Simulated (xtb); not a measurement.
1,1-dibromo-2-chloroethene (C2HBr2Cl), SMILES ClC=C(Br)Br. All values are semi-empirical tight-binding results from xtb (GFN2-xTB unless named), good for trends rather than for accurate numbers. The structure is a stationary point at GFN2-xTB.

The point group as xtb finds it comes out as Cs and the orbital gap comes out as 3.72 eV. The zero-point energy comes out as 13.9 kcal/mol, the G − E(el) at 298.15 K (modified RRHO) is -6.9 kcal/mol and the static polarisability (D4 model) comes out as 78.5 bohr³. The solvation energy, GFN2-xTB/ALPB(water) comes out as -0.9 kcal/mol and the solvation energy, GFN2-xTB/ALPB(ether) is -7.0 kcal/mol.
